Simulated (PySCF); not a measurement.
V: excitation energy

V [Ar] 3d3 4s2 (4F) → V [Ar] 3d2 4s2 4p1 (high-spin determinant), as a difference of total energies. Calculation: PySCF 2.14, in x2c-TZVPPall (6s5p4d2f1g, 64 functions); scalar relativity by spin-free X2C-1e. The calculations carry no spin-orbit coupling.

```csv
method,excitation energy (cm⁻¹)
LDA,52884
PBE,50964
r2SCAN,51864
BLYP,51433
CAM-B3LYP,49562
TPSSh,48419
```

The basis was made for the ground configuration and has no added diffuse functions, so the excitation energy can come out too high.

The determinant of the upper state mixes LS terms, which raises its energy above the lowest term, most at the Hartree-Fock and MP2 levels.
